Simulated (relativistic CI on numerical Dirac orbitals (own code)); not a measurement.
Calculated at this level of theory: Dirac-Coulomb-Breit CI, orbitals from a KLI potential per configuration, model QED (radiative potential, 1s self-energy scaled to tabulated hydrogen-like ionisation energies), unscaled Slater integrals (own radial code, finite nucleus).

Configurations in the expansion (outside the closed core 1s2): 2s2 2p6, 2s2 2p5 3s, 2s2 2p5 3p, 2s2 2p5 3d, 2s 2p6 3s, 2s 2p6 3p, 2s 2p6 3d, 2s2 2p5 4s, 2s2 2p5 4p, 2s2 2p5 4d, 2s2 2p5 4f, 2s 2p6 4s, 2s 2p6 4p, 2s2 2p4 3s2, 2s2 2p5 5s, 2s2 2p5 5p, 2s 2p6 4d, 2s2 2p5 5d, 2s 2p6 4f, 2s2 2p5 5f, 2s2 2p5 5g, 2s2 2p4 3s 3p, 2s2 2p4 3p2, 2s2 2p4 3s 3d, 2s2 2p4 3p 3d, 2s 2p5 3s2, 2s 2p5 3s 3p, 2s2 2p4 3d2, 2s 2p6 5s, 2s 2p6 5p, 2s 2p6 5d, 2s 2p6 5f, 2s 2p5 3p2, 2s 2p6 5g, 2s 2p5 3s 3d, 2s 2p5 3p 3d. Levels of other configurations are missing.

At this charge energies of transitions that change n are usually good to better than 1 %, and those within a shell (Δn = 0) to a few per cent.

Outline of the computed level scheme of Ge XXIII. Lowest level of each configuration: 2s2 2p6 1S_0 at 0.00 eV; 2s2 2p5 3s 3P°_2 at 1234.99 eV; 2s2 2p5 3p 3S_1 at 1277.72 eV; 2s2 2p5 3d 3P°_0 at 1342.09 eV; 2s 2p6 3s 3S_1 at 1427.79 eV; 2s 2p6 3p 3P°_0 at 1472.75 eV; 2s 2p6 3d 3D_1 at 1537.10 eV; 2s2 2p5 4s 3P°_2 at 1671.06 eV; 2s2 2p5 4p 3S_1 at 1688.82 eV.

Some strong electric-dipole decays among the lowest 45 levels: 2s2 2p5 3d 1P°_1 → 2s2 2p6 1S_0 (6.0e+13 s⁻¹); 2s2 2p5 3d 3D°_1 → 2s2 2p6 1S_0 (3.2e+13 s⁻¹); 2s 2p6 3p 1P°_1 → 2s2 2p6 1S_0 (9.8e+12 s⁻¹); 2s2 2p5 3s 1P°_1 → 2s2 2p6 1S_0 (3.1e+12 s⁻¹); 2s 2p6 3p 3P°_1 → 2s2 2p6 1S_0 (2.3e+12 s⁻¹); 2s2 2p5 3s 3P°_1 → 2s2 2p6 1S_0 (2.2e+12 s⁻¹); 2s2 2p5 4s 1P°_1 → 2s2 2p6 1S_0 (1.0e+12 s⁻¹); 2s2 2p5 4p 3S_1 → 2s2 2p5 3s 3P°_2 (8.5e+11 s⁻¹).

LS names give the leading component of a level, which can be under half, so a name can repeat, a term be missing and a line seem to break the LS rules.
